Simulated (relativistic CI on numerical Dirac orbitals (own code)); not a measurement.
**One change at a time: Ni IX**

Base calculation: Dirac-Coulomb-Breit CI, separate exchange-only KLI orbitals for each configuration, QED by a radiative potential, unscaled Slater integrals.

Configurations in the expansion (outside the closed core [Ne]): 3s2 3p6 3d2, 3s2 3p5 3d3, 3s 3p6 3d3, 3s2 3p6 3d 4s, 3s2 3p6 3d 4p, 3s2 3p6 4s2, 3s2 3p6 3d 4d, 3s2 3p6 4s 4p, 3s2 3p6 3d 4f, 3s2 3p6 4p2, 3s2 3p6 3d 5s, 3s2 3p6 4s 4d, 3s2 3p6 3d 5p, 3s2 3p5 3d2 4s, 3s2 3p6 4p 4d, 3s2 3p6 3d 5d, 3s2 3p6 3d 5f, 3s2 3p5 3d2 4p, 3s2 3p6 3d 5g, 3s2 3p6 3d 6s, 3s2 3p6 3d 6p, 3s2 3p6 4d2, 3s2 3p6 3d 6d, 3s2 3p5 3d2 4d, 3s 3p6 3d2 4s, 3p6 3d4, 3p5 3d5. Double excitations out of closed p, d and f shells are left out; levels of such configurations are missing from the list, as are those of other unlisted configurations, and high levels can miss mixing partners. These lack a partner that the ground configuration has and come out too high: 3s2 3p5 3d2 4s, 3s2 3p5 3d2 4p, 3s2 3p5 3d2 4d.

The lowest level and the first level of each name with at least 55 % of one term (blank where a level has no safe partner in the second run):

| Level | Base (cm⁻¹) | Shift (cm⁻¹) |
| --- | --- | --- |
| 3s2 3p6 3d2 3F_2 | 0 | 0 |
| 3s2 3p6 3d2 3F_3 | 1835 | +4 |
| 3s2 3p6 3d2 3F_4 | 4036 | +20 |
| 3s2 3p6 3d2 1D_2 | 24213 | +1511 |
| 3s2 3p6 3d2 3P_0 | 27011 | +2331 |
| 3s2 3p6 3d2 3P_1 | 27704 | +2333 |
| 3s2 3p6 3d2 3P_2 | 29338 | +2246 |
| 3s2 3p6 3d2 1G_4 | 38772 | +363 |
| 3s2 3p6 3d2 1S_0 | 92613 | +1367 |
| 3s2 3p5 3d3 5S°_2 | 455487 |  |
| 3s2 3p5 3d3 5D°_2 | 460364 |  |
| 3s2 3p5 3d3 5D°_3 | 460485 |  |
| 3s2 3p5 3d3 5D°_1 | 460621 |  |
| 3s2 3p5 3d3 5D°_0 | 460897 |  |

At this charge configurations can still be misplaced by up to about 7 % of their energy. Terms inside the open d or f shell come out 10 to 20 % too wide with unscaled integrals.

Question: One thing was changed in a second run, which moved the levels as shown. Which?
A. one mean potential for all configurations
B. only the first configuration
C. QED terms removed
D. Breit term removed

Answer: B. Only the first configuration. With fewer configurations the levels that remain lose their mixing partners.

LS names give the leading component of a level, which can be under half, so a name can repeat, a term be missing and a line seem to break the LS rules.
